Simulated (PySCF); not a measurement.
Ga(H)(Me)(OMe) (C2H7GaO), SMILES [GaH]([CH3])[O]C. Heavy atoms are numbered as in [GaH:1]([CH3:3])[O:7][CH3:8]. Hydrogens are named by the atom that carries them.

Geometry optimised at B3LYP-D3(BJ)/def2-SVP. Other conformers were not sampled.

Method: HF/pcSseg-1 in PySCF.

GIAO shieldings, no solvent; atoms alike by connectivity are averaged. δ = σ(ref) − σ: ¹H against TMS (σ = 31.99 ppm); ¹³C against TMS (σ = 192.6 ppm); ¹⁷O against H2O (σ = 333.0 ppm), references at their B3LYP-D3(BJ)/def2-TZVP geometries, non-relativistic.

Problem. Estimate the chemical shifts. (An estimate is asked for; the answer gives what the named calculation found.)

Solution. 
```csv
nucleus,atoms,count,δ (ppm)
¹H,H on Ga1,1,5.05
¹H,H on C8,3,3.95
¹H,H on C3,3,0.30
¹³C,C8 (CH3),1,54.5
¹³C,C3 (CH3),1,-6.6
¹⁷O,O7,1,44.6
```
